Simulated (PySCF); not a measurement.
Point-charge models of `CCC[C@@H](C)OC(C)C` against its computed dipole.

Coordinates (GFN2-xTB, Å) and charges (e) from the PBE0/pcSseg-1 density (PySCF):

| atom | x | y | z | Mulliken | IAO | Hirshfeld | ESP-fitted |
| --- | --- | --- | --- | --- | --- | --- | --- |
| C1 | 2.920 | -1.453 | -1.479 | -0.2501 | -0.4155 | -0.1180 | -0.4547 |
| C2 | 1.729 | -1.083 | -0.606 | -0.2829 | -0.2465 | -0.0696 | +0.2950 |
| C3 | 1.625 | 0.426 | -0.401 | -0.1868 | -0.2555 | -0.0741 | -0.3150 |
| C4 | 0.426 | 0.807 | 0.472 | -0.0533 | +0.1048 | +0.0505 | +0.4833 |
| C5 | 0.422 | 2.309 | 0.774 | -0.1831 | -0.4323 | -0.1293 | -0.6580 |
| O6 | -0.747 | 0.433 | -0.230 | -0.5116 | -0.4149 | -0.1239 | -0.5204 |
| C7 | -1.878 | 0.118 | 0.563 | -0.0740 | +0.1095 | +0.0519 | +0.6949 |
| C8 | -1.844 | -1.345 | 1.015 | -0.2207 | -0.4327 | -0.1285 | -0.6587 |
| C9 | -3.114 | 0.399 | -0.286 | -0.2130 | -0.4223 | -0.1258 | -0.6168 |
| H10 | 2.965 | -2.529 | -1.630 | +0.1121 | +0.1392 | +0.0390 | +0.0977 |
| H11 | 2.842 | -0.973 | -2.452 | +0.1071 | +0.1357 | +0.0383 | +0.1097 |
| H12 | 3.850 | -1.134 | -1.013 | +0.1031 | +0.1323 | +0.0359 | +0.1050 |
| H13 | 0.807 | -1.434 | -1.069 | +0.1333 | +0.1396 | +0.0318 | -0.0183 |
| H14 | 1.826 | -1.574 | 0.366 | +0.1062 | +0.1218 | +0.0319 | -0.0383 |
| H15 | 1.508 | 0.915 | -1.369 | +0.1165 | +0.1338 | +0.0363 | +0.0975 |
| H16 | 2.536 | 0.802 | 0.068 | +0.1091 | +0.1265 | +0.0373 | +0.0756 |
| H17 | 0.486 | 0.253 | 1.421 | +0.0959 | +0.1027 | +0.0290 | -0.0162 |
| H18 | -0.456 | 2.579 | 1.358 | +0.1116 | +0.1369 | +0.0364 | +0.1612 |
| H19 | 0.400 | 2.869 | -0.158 | +0.1113 | +0.1430 | +0.0391 | +0.1706 |
| H20 | 1.310 | 2.584 | 1.336 | +0.1044 | +0.1391 | +0.0414 | +0.1551 |
| H21 | -1.899 | 0.765 | 1.454 | +0.0984 | +0.1059 | +0.0298 | -0.0572 |
| H22 | -2.703 | -1.563 | 1.644 | +0.1068 | +0.1396 | +0.0418 | +0.1594 |
| H23 | -1.862 | -1.998 | 0.147 | +0.1134 | +0.1419 | +0.0397 | +0.1653 |
| H24 | -0.938 | -1.551 | 1.581 | +0.1137 | +0.1375 | +0.0364 | +0.1300 |
| H25 | -3.089 | -0.221 | -1.179 | +0.1119 | +0.1444 | +0.0406 | +0.1664 |
| H26 | -4.017 | 0.182 | 0.278 | +0.1046 | +0.1386 | +0.0421 | +0.1419 |
| H27 | -3.124 | 1.441 | -0.592 | +0.1160 | +0.1468 | +0.0397 | +0.1450 |

Task: What dipole does each set of charges give (1 e·Å = 4.803 D), and what does the density give?

Result: The full density gives (-0.11, 0.03, 1.19) D, 1.19 D in size; dipole vectors point from the negative to the positive end.

```tsv
scheme	μx	μy	μz	size (D)	share of the full size (%)	angle to the full dipole (°)
Mulliken	0.06	0.02	1.49	1.49	125	7
IAO	-0.08	0.06	1.66	1.66	139	2
Hirshfeld	-0.13	0.10	0.60	0.63	53	11
ESP-fitted	-0.10	0.06	1.17	1.17	98	1
```

Task: Which set comes closest?

Result: Length of the difference vector: ESP-fitted 0.03 D, Mulliken 0.34 D, IAO 0.47 D, Hirshfeld 0.59 D. Closest: ESP-fitted. The schemes that divide the density aren't constrained to reproduce the dipole.

Task: What is left for the Hirshfeld atoms' own dipoles?

Result: The shares of the density sum to the whole, so what Σ q r misses lies in dipoles about the nuclei. The atomic dipoles sum to (-0.11, 0.03, 1.19) − (-0.13, 0.10, 0.60) = (0.02, -0.07, 0.59) D, 0.59 D in size.

Task: With the origin at the mean of the coordinates, (-0.001, 0.001, 0.000) Å, which are the largest single terms, by size, of the ESP-fitted dipole along the direction of the full one?

Result: C1 +3.87, C8 -3.60, C5 -2.51, C7 +2.44, H11 -1.43 D; all 27 atoms together +1.17 D. The single terms depend on the origin, their sum doesn't.

Task: Give the size of the full dipole in other units.

Result: 1.19 D = 0.469 au = 0.248 e·Å = 3.98 × 10⁻³⁰ C·m.

Isolated species at its GFN2-xTB geometry (one conformer only).

Conformer computed: `[CH3:1][CH2:2][CH2:3][C@@H:4]([CH3:5])[O:6][CH:7]([CH3:8])[CH3:9]`: C1–C2–C3–C4 180°, C2–C3–C4–C5 174°, C3–C4–O6–C7 152°, C4–O6–C7–C8 -85°.
